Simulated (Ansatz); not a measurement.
`CC[O][SnH3]` + NH₃ → `[NH2][SnH3]` + `CCO` at 500 K and 1 bar (ligand exchange at the Sn–O bond).

Program: Ansatz. Geometries: PBE0-D4/def2-TZVP. ΔE: electronic, gas phase. CCSD(T)/CBS adds triple-zeta CCSD(T) − MP2 to the extrapolated MP2 energy (def2 sets, frozen cores). This one scheme is used for every species. Elements past krypton have def2 core potentials. For Sn outer-core shells are correlated without core-valence functions, which leaves a few kJ/mol of doubt a bond. One conformer a species, not always the lowest.

```
      species  CCSD(T)/CBS energy (Eh)  H − E (kJ/mol)  S (J/(mol·K))
`CC[O][SnH3]`               -370.09955           283.4          422.5
          NH₃                -56.50880           108.2          211.8
`[NH2][SnH3]`               -271.71442           151.0          334.3
        `CCO`               -154.88256           240.4          310.3
```

H − E and S are ideal-gas, rigid-rotor, harmonic terms from PBE0-D4/def2-TZVP, for one conformer and one mirror image of each species. 1 Eh = 2625.50 kJ/mol, R = 8.31446 J/(mol·K).

Task: By hand: ΔE, ΔH, ΔS and ΔG.

Result: ΔE = (-271.71442) + (-154.88256) − (-370.09955) − (-56.50880) = 0.01137 Eh = 29.9 kJ/mol. Δ(H − E) = 151.0 + 240.4 − 283.4 − 108.2 = -0.2, so ΔH = 29.7 kJ/mol. ΔS = 334.3 + 310.3 − 422.5 − 211.8 = 10.3 J/(mol·K). ΔG = 29.7 − 500 × (10.3)/1000 = 24.5 kJ/mol.

Task: By hand: the equilibrium constant, and the temperature at which ΔG would vanish if ΔH and ΔS stayed fixed.

Result: log₁₀ K = −ΔG/(RT ln 10) = -2.6. ΔG = 0 at ΔH/ΔS = 2883 K, far beyond where these terms or the molecules hold.

The number of gas molecules stays the same, so ΔS is small and ΔH decides. A doubt of 5 kJ/mol in ΔE shifts log₁₀ K by 0.5 here. Other conformers and mirror images would add mixing entropy, several J/(mol·K) or more a flexible species. Modes under 60 cm⁻¹, often nearly free rotors, make the harmonic entropy too high. These are equilibria of isolated gas molecules and say nothing of rates. Largest T1 diagnostic: 0.013 (customary marks: 0.02 for closed shells, 0.045 for open ones).
